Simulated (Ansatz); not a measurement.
```xyz
4

Sc    0.0055   -0.0083   -0.0008
F     1.8140    0.0051   -0.0028
F    -0.9034    1.5841   -0.0019
F    -0.9138   -1.5723   -0.0077
```

Basis set: STO-3G (spherical functions). Correlated methods keep 8 orbitals frozen. Charge 0, multiplicity 1.

Computed with Ansatz (development build ahead of 0.2.0); each method stands on the lowest determinant of its kind that the runs found. Restricted open shells among the atoms or ions are ROHF, correlated in semicanonical orbitals with singles.

Q: Give the atomization energy at this shape (free ground-state atoms in the same class of orbitals less the molecule, no zero-point energy) of singlet ScF3 by RHF-MP2, RHF.

A:

| method | atomization energy |
| --- | --- |
| RHF-MP2 | 19.46 eV |
| RHF | 16.59 eV |

This basis has no polarisation functions and is too small for such energies, which can lie far from measured ones in either direction.
